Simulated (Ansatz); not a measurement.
`F[Si@H](Cl)[C@H]1BO1`, relaxed with RKS PBE-D4/def2-SVP in Ansatz 0.2.0 from a rough embedded geometry. The force threshold is 0.03 eV/Å; the program also tests the step.

Total charge 0; spin multiplicity 1.

Start:

```xyz
9

F     2.418   -1.018   -0.135
Si    0.900   -0.457   -0.686
Cl    1.245    0.952   -2.169
C    -0.070    0.299    0.632
B    -1.618    0.237    0.538
O    -0.770   -0.574    1.437
H     0.142   -1.607   -1.265
H     0.320    1.153    1.271
H    -2.567    1.015    0.377
```

(1) By how much does the energy fall, and how many steps does the optimiser take? (Best estimate.)

(2) Which bonds change most? (Best estimate.)

(3) Give the relaxed structure. (Estimate.)

Answers

(1) The calculation gave: 110.85 kJ/mol, in 9 steps.

(2) Ansatz gave: C4–O6 from 1.379 to 1.550 Å; B5–O6 from 1.478 to 1.334 Å; F1–Si2 from 1.710 to 1.635 Å; Si2–C4 from 1.802 to 1.862 Å.

(3) The calculation gave: 
```xyz
9

F     2.247   -1.159   -0.106
Si    0.914   -0.455   -0.740
Cl    1.548    0.953   -2.117
C    -0.062    0.453    0.559
B    -1.587    0.339    0.702
O    -0.882   -0.464    1.502
H     0.110   -1.523   -1.408
H     0.456    1.260    1.117
H    -2.743    0.596    0.489
```
